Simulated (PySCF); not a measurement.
Zero-point energy (kcal/mol) of eight halogen compounds: PBE-D3(BJ) beside B3LYP-D3(BJ), computed with PySCF for isolated molecules in the bases named; differences from unrounded values. The eight are the first of their class met in an unordered collection, after screening for sound electronic states; none was chosen by its value. Each level has its own optimised geometry.

```json
[
 {"molecule": "(E)-2-chlorobut-2-ene (C4H7Cl), SMILES C(=C/C)(/C)Cl", "basis": "def2-SVP", "B3LYP-D3(BJ)": "61.78", "PBE-D3(BJ)": "60.14", "difference": "-1.64"},
 {"molecule": "1-bromo-3-fluoropropa-1,2-diene (C3H2BrF), SMILES FC=C=CBr", "basis": "def2-SVP", "B3LYP-D3(BJ)": "24.75", "PBE-D3(BJ)": "23.99", "difference": "-0.75"},
 {"molecule": "C3HClF2, SMILES FC=C=C(F)Cl", "basis": "def2-SVP", "B3LYP-D3(BJ)": "20.49", "PBE-D3(BJ)": "19.83", "difference": "-0.66"},
 {"molecule": "C4H5Cl, SMILES CC=C=CCl", "basis": "def2-SVP", "B3LYP-D3(BJ)": "47.08", "PBE-D3(BJ)": "45.81", "difference": "-1.27"},
 {"molecule": "1,3-dibromopropa-1,2-diene (C3H2Br2), SMILES BrC=C=CBr", "basis": "def2-SVP", "B3LYP-D3(BJ)": "23.31", "PBE-D3(BJ)": "22.63", "difference": "-0.68"},
 {"molecule": "1,2-difluorocyclobutene (C₄H₄F₂), SMILES FC1=C(F)CC1", "basis": "def2-SVP", "B3LYP-D3(BJ)": "45.07", "PBE-D3(BJ)": "43.84", "difference": "-1.23"},
 {"molecule": "C3H3ClF2, SMILES F[C@@H]1[C@H](F)[C@H]1Cl", "basis": "def2-SVP", "B3LYP-D3(BJ)": "35.51", "PBE-D3(BJ)": "34.43", "difference": "-1.08"},
 {"molecule": "C4H5Br, SMILES C(C)(=C=C)Br", "basis": "def2-SVP", "B3LYP-D3(BJ)": "46.55", "PBE-D3(BJ)": "45.27", "difference": "-1.28"}
]
```

PBE-D3(BJ) lies below B3LYP-D3(BJ) in 8 and above it in 0 of the eight; the mean signed difference is -1.07 and the largest -1.64 kcal/mol.
